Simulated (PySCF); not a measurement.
PySCF input file for ClFH2OSi, SMILES O[SiH](F)Cl, C-PCM-B3LYP/def2-SVP. Geometry optimised at PBE-D3(BJ)/def2-SVP. Other conformers were not sampled.

```python
import numpy as np
from pyscf import gto, scf, dft
from pyscf.solvent import pcm

mol = gto.M(
    atom='''
    Si   -0.01679917    0.10445159    0.56606159
    O    -1.44607214   -0.67626826    0.84946315
    F    -0.26290867    1.69420328    0.30750190
    Cl    0.90541420   -0.61553719   -1.13822821
    H     0.83621315   -0.07461216    1.76464132
    H    -2.05831079   -0.76126115    0.09715379
    ''',
    basis='def2-SVP',
    charge=0,
    spin=0,
    max_memory=1600,
    verbose=3,
)
mf = dft.RKS(mol, xc='b3lyp').density_fit(auxbasis='def2-universal-jkfit')
mf.grids.level = 3
mf.conv_tol = 1e-9
mf.max_cycle = 100
mf.kernel()
res = {}
for name, eps in {'water': 78.355, 'cyclohexanone': 15.619, 'acetone': 20.493}.items():
    s = mf.PCM()
    s.with_solvent.method, s.with_solvent.eps, s.with_solvent.lebedev_order = 'C-PCM', eps, 29
    s.kernel(mf.make_rdm1())
    res[name] = (s.e_tot, eps, s.dip_moment(), s.mo_energy, s.converged)
    print(f'{name}: electrostatic solvation free energy {(s.e_tot - mf.e_tot) * 627.509474:.3f} kcal/mol')
```

Program output:

```
converged SCF energy = -925.774850040594

WARN: PCM is an experimental feature. It is still in testing.
Features and APIs may be changed in the future.

converged SCF energy = -925.782456680644
Dipole moment(X, Y, Z, Debye): -1.01682, -0.91426, -0.17066
water: electrostatic solvation free energy -4.773 kcal/mol

WARN: PCM is an experimental feature. It is still in testing.
Features and APIs may be changed in the future.

converged SCF energy = -925.78202804894
Dipole moment(X, Y, Z, Debye): -1.00522, -0.90698, -0.17086
cyclohexanone: electrostatic solvation free energy -4.504 kcal/mol

WARN: PCM is an experimental feature. It is still in testing.
Features and APIs may be changed in the future.

converged SCF energy = -925.782154952719
Dipole moment(X, Y, Z, Debye): -1.00864, -0.90913, -0.17080
acetone: electrostatic solvation free energy -4.584 kcal/mol
```

Self-consistency was reached.

Cost: very roughly 22 core-seconds.
